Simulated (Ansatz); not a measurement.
Relaxation of H5OSn (7 atoms, charge 0, multiplicity 2), to a largest force component of 0.03 eV/Å in at most 50 steps.

The calculation used Ansatz, UKS PBE/def2-SVP.

```xyz
7
Properties=species:S:1:pos:R:3:forces:R:3
Sn 0.041 -0.021 -0.124 0.01 -0.03 -0.09
H 0.093 0.090 2.816 0.01 -0.15 -1.79
H 1.592 -0.045 -0.935 0.03 0.01 -0.02
H -0.953 1.276 -0.805 -0.02 -0.02 0.00
O -0.706 -1.801 -0.765 -0.12 0.02 0.09
H -1.639 -1.892 -0.477 0.10 0.01 -0.08
H 0.092 0.148 3.538 0.00 0.15 1.89
```

**Question.** Where does it end, and by what steps?

**Answer.** It converged. After 5 steps the energy has fallen by 0.062 eV; H7 moved furthest, 0.40 Å.

| step | energy less start (eV) | largest force component (eV/Å) | accepted |
| --- | --- | --- | --- |
| 0 | 0.0000 | 1.887 | yes |
| 1 | -0.0571 | 0.174 | yes |
| 2 | -0.0611 | 0.156 | yes |
| 3 | -0.0622 | 0.090 | yes |
| 4 | -0.0624 | 0.033 | yes |
| 5 | -0.0625 | 0.008 | yes |

```xyz
7
Properties=species:S:1:pos:R:3
Sn 0.039 -0.050 -0.260
H 0.143 0.148 3.165
H 1.584 -0.064 -1.087
H -0.998 1.209 -0.944
O -0.714 -1.837 -0.866
H -1.675 -1.872 -0.692
H 0.140 0.220 3.932
```

The run took 9 s on 2 threads of Intel(R) Xeon(R) Platinum 8259CL CPU @ 2.50GHz (Skylake/Cascade Lake) (shared host), peak memory 0.14 GiB.
